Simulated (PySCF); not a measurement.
Method: PBE-D3(BJ)/def2-TZVP // CAM-B3LYP-D3(BJ)/def2-TZVP in PySCF 2.14.0. Isolated molecules, 0 K electronic values unless said otherwise. One relaxed conformer stands for a flexible species; it need not be the lowest. Excitations are Tamm–Dancoff values on a coarser integration grid. The basis has no diffuse functions, so Rydberg states are missing or too high.

Reference species (SMILES): `[SiH3]/C=C/C=C/Cl` (C–C–C–C torsion 180°) (neutral, multiplicity 1).

| Quantity | Result |
|---|---|
| T1 excitation (TDA) | 3.01 eV |
| S1–T1 gap (TDA) | 2.26 eV |

Changed species: `C=C/C(Cl)=C/[SiH3]` (C–C–C–Cl torsion 0°).

Problem. Give the shifts of the T1 excitation (TDA) and S1–T1 gap (TDA).

Solution. the T1 excitation (TDA) increases by 0.06 eV, to 3.07 eV; the S1–T1 gap (TDA) falls by 0.23 eV, to 2.03 eV.
